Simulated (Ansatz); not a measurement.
Two isomers of CH7OSbSi: A = `OC[SiH2][SbH2]`, B = `[SiH3]C[O][SbH2]`.

Calculated with Ansatz (gas phase, PBE0-D4/def2-TZVP geometries, no zero-point term in ΔE). CBS: MP2 limit from def2 TZ/QZ plus the TZ coupled-cluster correction, frozen cores. DFT in def2-TZVPP. B3LYP here is the variant with VWN-RPA as its local correlation; programs differ in this. def2 core potentials past Kr. For Sb outer-core shells are correlated without core-valence functions, which leaves a few kJ/mol of doubt a bond. One conformer a species, not always the lowest.

(1) Which is lower in electronic energy at CCSD(T)/CBS, and by how much? (An estimate is asked.)

(2) Give E(B) − E(A) in kcal/mol with HF/def2-TZVPP, ωB97M-V, CCSD/def2-TZVPP, B2PLYP, CCSD(T)/def2-TZVPP, MP2/def2-TZVPP, B3LYP. (An estimate is asked.)

Largest T1 diagnostic: 0.014.

Answers

(1) The calculation gave: A, by 11.0 kcal/mol.

(2) The calculation gave: HF/def2-TZVPP 8.7, ωB97M-V 11.0, CCSD/def2-TZVPP 11.0, B2PLYP 9.8, CCSD(T)/def2-TZVPP 11.0, MP2/def2-TZVPP 11.5, B3LYP 9.8. None reverses the order clearly.

In def2-TZVPP, CCSD(T) changes the Hartree–Fock value by +2.3 kcal/mol (the triples alone add +0.0 kcal/mol) and MP2 by +2.8 kcal/mol. From PBE to PBE0 (25 % exact exchange), in def2-TZVPP and without D4, E(B) − E(A) moves by +1.1 kcal/mol.
